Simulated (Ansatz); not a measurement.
A nudged elastic band was laid between two geometries of BrH + C2H6AlF (12 atoms, charge 0, multiplicity 1).

Computed with UHF/def2-SVP in Ansatz 0.2.0.

```yaml
movable_images: 9
climbing_image: yes
spring: 20.0 eV/Å²
optimiser: quadratic models (default)
start_path: through a guess of the saddle point
force_threshold: 0.03 eV/Å
iteration_limit: 60
end_points: relaxed
```

Image 0:

```xyz
12
Properties=species:S:1:pos:R:3
Al -0.064 0.439 0.131
C 1.864 0.177 0.346
C -1.075 0.334 -1.540
F -0.891 1.024 1.465
H -1.600 -1.121 2.427
Br -1.179 -2.243 1.680
H 2.239 -0.667 -0.240
H 2.140 0.010 1.391
H 2.411 1.064 0.006
H -2.146 0.201 -1.362
H -0.961 1.262 -2.112
H -0.738 -0.479 -2.191
```

Image 10:

```xyz
12
Properties=species:S:1:pos:R:3
Al -1.474 0.134 0.455
C 2.049 -0.264 0.733
C -1.390 0.359 -1.471
F -1.152 1.396 1.470
H 1.561 -1.206 0.985
Br -2.102 -1.787 1.457
H 3.068 -0.280 1.121
H 1.514 0.572 1.187
H 2.082 -0.142 -0.351
H -2.392 0.533 -1.875
H -0.770 1.215 -1.745
H -0.994 -0.531 -1.966
```

Question: What changes between the two ends?

Answer: Bonds broken: Al1–C2, H5–Br6. Bonds formed: Al1–Br6, C2–H5. BrH + C2H6AlF becomes CH3AlBrF + CH4.

Question: What energy profile does the band end with?

Answer: The forces met the threshold. The highest image is number 5 of 0 to 10, 0.96 eV above the first end and 2.71 eV above the last; the last end lies 1.75 eV below the first. Beside the main top the profile has a ripple of under 15 meV (maxima at images 5, 8), which may be a very shallow well or noise. Neighbouring images differ by up to 2.5 eV, so the band resolves the path poorly. Another band between the same ends (9 images) ends at a top of the same energy, where a vibrational analysis finds 1 clearly imaginary mode. The orbitals stay closed-shell, which can raise the energy where a bond breaks towards radicals; this wasn't checked here.

```
image  path coordinate (Å)  energy (eV)  Al1–C2 (Å)  H5–Br6 (Å)  Al1–Br6 (Å)
    0                 0.00         0.00        1.96        1.41         3.29
    1                 0.87         0.03        1.96        1.41         3.21
    2                 1.74         0.06        1.96        1.41         3.21
    3                 2.61         0.08        1.96        1.41         3.17
    4                 3.48         0.30        1.97        1.41         3.00
    5                 4.35         0.96        2.06        1.60         2.64
    6                 5.50        -1.52        2.71        2.59         2.29
    7                 6.65        -1.75        3.38        3.42         2.26
    8                 7.81        -1.74        3.67        3.62         2.26
    9                 8.96        -1.74        3.57        3.61         2.26
   10                10.11        -1.75        3.56        3.74         2.26
```

Question: What is the geometry of the highest image?

Answer: 
```xyz
12
Properties=species:S:1:pos:R:3
Al -0.479 0.409 0.300
C 1.489 -0.083 0.641
C -1.170 0.250 -1.512
F -0.946 1.646 1.304
H 0.364 -1.029 1.301
Br -1.006 -1.770 1.687
H 1.908 -0.569 -0.242
H 1.982 -0.505 1.522
H 1.801 0.971 0.645
H -2.260 0.334 -1.522
H -0.778 1.049 -2.149
H -0.904 -0.703 -1.977
```

Time of the run: 14 min on 4 threads of Arm Neoverse N1, with other jobs on the host, peak memory 0.47 GiB.
